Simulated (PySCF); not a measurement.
**How methods differ on the ionisation energy of Br(29+)**

Br(29+) [He] 2s2 2p2 [2p1/2^2, M_J = 0] → Br(30+) [He] 2s2 2p1 [2p1/2^1, M_J = 1/2], as a difference of total energies. All numbers are calculated (PySCF 2.14, the two-component X2C-1e Hamiltonian, in an even-tempered Gaussian basis (17 s from 10 bohr⁻², ratio 2.4; 12 p from 13 bohr⁻², ratio 2.4; 5 d from 47 bohr⁻², ratio 2.6; 4 f from 70 bohr⁻², ratio 2.6)). Correlated levels: nothing frozen; the 34 highest virtual spinors dropped. "Screened" scales the spin-orbit matrix elements by Boettger's factors to mimic the two-electron term; Breit and QED terms are absent.

| method | ionisation energy (eV) |
| --- | --- |
| GHF (spin-free) | 3345.3 |
| GMP2 (spin-free) | 3345.0 |
| GHF (screened spin-orbit) | 3365.5 |
| GMP2 (screened spin-orbit) | 3367.8 |

How much does correlation contribute at GMP2 (screened spin-orbit)?

3367.8 − (3365.5) = 2.3 eV, measured against GHF (screened spin-orbit).

For this ion Breit and QED terms and the two-electron picture change, all absent here, outweigh the correlation shift from GHF to GMP2.

The spin-free rows relax to the high-spin LS determinant and lack the spin-orbit shift.

The labels give the starting determinants; with spin-orbit coupling the two ends relaxed to ⟨J²⟩ = 0.00, ⟨L²⟩ = 1.33, ⟨S²⟩ = 1.33 and ⟨J²⟩ = 0.75, ⟨L²⟩ = 2.00, ⟨S²⟩ = 0.75.

For comparison: 3361 ± 3 eV (semi-empirical (NIST evaluation); NIST Atomic Spectra Database, ionization energies).
